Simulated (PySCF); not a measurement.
Vertical excitations of a molecule C4H5FO from TDA-B3LYP/def2-SVPD in PySCF, as energy in eV (oscillator strength): 5.53 (0.004), 5.87 (0.003), 6.20 (0.000), 6.58 (0.174), 7.05 (0.017), 7.28 (0.056), 7.43 (0.002), 8.07 (0.007), 8.39 (0.001), 8.48 (0.043). Lowest triplet (TDA): 4.01 eV. Coordinates come from a r2SCAN-D4/def2-SVP optimisation. The values are those of a single conformer.

Task: Identify the compound among the candidates.
A. CC1=C(F)CO1
B. FC1=CCCO1
C. C[C@@H]1OC=C1F
D. O=CC1(F)CC1

Result: A, CC1=C(F)CO1
